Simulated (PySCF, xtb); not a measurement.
Cl3H3OSiTi, SMILES [SiH3][O][Ti]([Cl])([Cl])[Cl], multiplicity 1.

GFN2-xTB run with xtb 6.7.1 at its own geometry gives an orbital gap of 3.19 eV and a dipole moment of 3.32 D.

Geometry: B3LYP-D3(BJ)/def2-SVP. The spin state was assumed, not searched. The isomer is the one that the SMILES or the coordinates give; other isomers of the formula were not compared. Other conformers were not sampled.

Task: What does PBE0/def2-TZVP run with PySCF give? (Estimate from the structure and the level; the computed values follow.)

Result: gap 6.05 eV (levels -9.23 and -3.18 eV), dipole 2.76 D.
